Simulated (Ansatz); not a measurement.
Input for Ansatz (a first-principles code): U-PBE/def2-TZVPP on BrH2Sb (SMILES [Br][SbH2]), a point of a bond scan (R = 3.819 Å). Elements past Kr take the def2 small-core potentials; no spin–orbit coupling.

Ansatz 0.2 input:
```yaml
crystal:
  periodic: [false, false, false]
  atoms:
    - {symbol: Sb, position_ang: [-0.59846166, -0.60746259, 0.54114695]}
    - {symbol: H, position_ang: [-0.27151712, -1.97207194, -0.44922941]}
    - {symbol: H, position_ang: [-1.98547823, -0.24328907, -0.40408288]}
    - {symbol: Br, position_ang: [1.70402539, 1.72641499, -1.41679557]}
basis:
  gaussian:
    orbitals: def2-TZVPP
hamiltonian:
  xc: {name: PBE}
magnetization: {spin_polarized: true, initial_magnetization: 0}
```

Program output:

```
WARN ansatz: RAYON_NUM_THREADS=1 ignored (pool sized by the plan → 1); use --threads N
Functional definition: PBE
integrals: 0.04 GiB planned
877 factors; their error is unknown
mean field: 0.40 GiB planned
mean field evaluation 1: about -76601.1783 eV, gradient 1.8e1 eV
mean field evaluation 2: about -76424.7646 eV, gradient 8.7e1 eV
mean field evaluation 4: about -76591.1996 eV, gradient 2.5e1 eV
mean field evaluation 8: about -76604.5306 eV, gradient 4.9e-4 eV
mean field evaluation 16: about -76604.5309 eV, gradient 1.1e-1 eV
mean field evaluation 32: about -76603.5031 eV, gradient 7.3e-1 eV
mean field evaluation 64: about -76604.5295 eV, gradient 5.5e-2 eV
mean field evaluation 96: about -76603.5201 eV, gradient 1.3e0 eV
mean field evaluation 128: about -76603.7880 eV, gradient 4.7e0 eV
mean field -76604.53105962 eV, -2815.1645920248 hartree, gradient 9.8e-6 eV, S^2 0.044134; 12 other end points of the search recorded, 0 dependent functions left out
reference -76604.53109777 eV, -2815.1645934269 hartree; 30, 30 occupied and 96, 96 virtual orbitals, 877 factors
Total energy: -76604.53109777 eV, -2815.1645934269 hartree
```

The run converged.

Cost: about 22 core-seconds (a rough figure).
